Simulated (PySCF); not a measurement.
Job file and geometry (Å, from GFN2-xTB) of an NMR shielding run on `CS[SiH]1CC=CC1`, C5H10SSi, PySCF 2.14.0, density-fitted response routines, GIAO PBE0/pcSseg-1 NMR shielding, non-relativistic, gas phase; density fitting, a coarse starting grid and PySCF grid level 2 are the driver's defaults:

```
$ OMP_NUM_THREADS=1 python probes_run.py task.json out

{"job": {"kind": "nmr", "xc": "PBE0", "basis": "pcSseg-1"}, "charge": 0, "multiplicity": 1}
C      3.077045     0.284751     0.275561
S      1.747087    -0.583019     1.164802
Si     0.257831    -0.587514    -0.386143
C     -0.542403     1.108136    -0.741648
C     -2.003269     0.852580    -0.508786
C     -2.388471    -0.330122    -0.063821
C     -1.360477    -1.388178     0.197399
H      3.378184    -0.302807    -0.585661
H      2.730927     1.264944    -0.035178
H      3.907303     0.384931     0.966163
H      0.858113    -1.199205    -1.576703
H     -0.382370     1.465504    -1.760015
H     -0.198870     1.903615    -0.076012
H     -2.699027     1.655435    -0.705458
H     -3.424798    -0.565912     0.130300
H     -1.356477    -1.654753     1.255183
H     -1.607326    -2.296357    -0.351551
```

Q: What does the program print?

A: 
```
coarse grid: 14880 points
cycle   1  E = -883.5993185107  dE =  7.406e-01  |g| = 4.384e-01  |ddm| = 3.748e+00
cycle   2  E = -883.5904545772  dE =  8.864e-03  |g| = 4.833e-01  |ddm| = 9.188e-01
cycle   3  E = -883.6522963151  dE = -6.184e-02  |g| = 4.188e-02  |ddm| = 5.054e-01
cycle   4  E = -883.6526979005  dE = -4.016e-04  |g| = 1.767e-02  |ddm| = 7.182e-02
cycle   5  E = -883.6527729119  dE = -7.501e-05  |g| = 4.809e-03  |ddm| = 2.770e-02
cycle   6  E = -883.6527786928  dE = -5.781e-06  |g| = 1.286e-03  |ddm| = 7.719e-03
final grid: 133432 points
cycle   7  E = -883.6968478117  dE = -2.733e-05  |g| = 9.362e-03  |ddm| = 2.975e-02
cycle   8  E = -883.6968341165  dE =  1.370e-05  |g| = 1.179e-02  |ddm| = 1.848e-02
cycle   9  E = -883.6968701980  dE = -3.608e-05  |g| = 6.780e-04  |ddm| = 1.093e-02
cycle  10  E = -883.6968702906  dE = -9.270e-08  |g| = 3.566e-04  |ddm| = 9.834e-04
cycle  11  E = -883.6968703232  dE = -3.259e-08  |g| = 6.456e-05  |ddm| = 3.378e-04
cycle  12  E = -883.6968703242  dE = -9.222e-10  |g| = 2.501e-05  |ddm| = 8.420e-05
converged SCF energy = -883.6968703242

GIAO shielding tensors (ppm)
atom      isotropic    diamagn.    paramagn.     s11        s22        s33       span
  0 C      172.808     251.148     -78.339    162.665    164.968    190.791     28.126
  1 S      688.012    1059.309    -371.297    616.854    631.666    815.515    198.660
  2 Si     332.164     880.085    -547.920    277.442    346.381    372.670     95.229
  3 C      163.041     254.389     -91.348    148.363    161.122    179.639     31.276
  4 C       48.989     254.831    -205.841    -60.548     66.195    141.321    201.869
  5 C       49.491     255.161    -205.670    -59.223     65.775    141.922    201.144
  6 C      167.599     254.183     -86.583    154.419    159.213    189.166     34.747
  7 H       29.642      29.454       0.188     24.218     27.385     37.323     13.104
  8 H       29.746      30.929      -1.183     23.423     28.907     36.909     13.486
  9 H       29.566      28.413       1.153     23.715     26.548     38.435     14.720
 10 H       26.546      29.757      -3.211     22.995     24.774     31.869      8.875
 11 H       29.910      31.117      -1.207     25.386     28.071     36.273     10.887
 12 H       30.028      32.068      -2.040     25.372     28.945     35.765     10.393
 13 H       25.578      29.958      -4.381     23.106     26.350     27.278      4.171
 14 H       25.631      29.717      -4.087     23.173     26.323     27.397      4.224
 15 H       29.994      31.264      -1.270     25.264     28.680     36.038     10.774
 16 H       29.865      30.121      -0.256     25.110     27.558     36.928     11.817
```

Q: Turn these shieldings into chemical shifts. References, each an isolated molecule treated in the same way: ¹³C (σref 186.93) and ²⁹Si (σref 349.16) and ¹H (σref 31.72) vs TMS; ³³S (σref 503.73) vs CS2.

A: Averaging equivalent atoms: C 4/5: 137.7; C 3/6: 21.6; C 0: 14.1; S 1: -184; Si 2: 17.0; H 13/14: 6.11; H 10: 5.17; H 7/8/9: 2.07; H 11/16: 1.83; H 12/15: 1.71 ppm. 

Size and cost of the density-fitted run: 183 basis functions, 29 s wall time on 1 thread of an Arm Neoverse V1, shared host; peak memory 0.83 GiB.
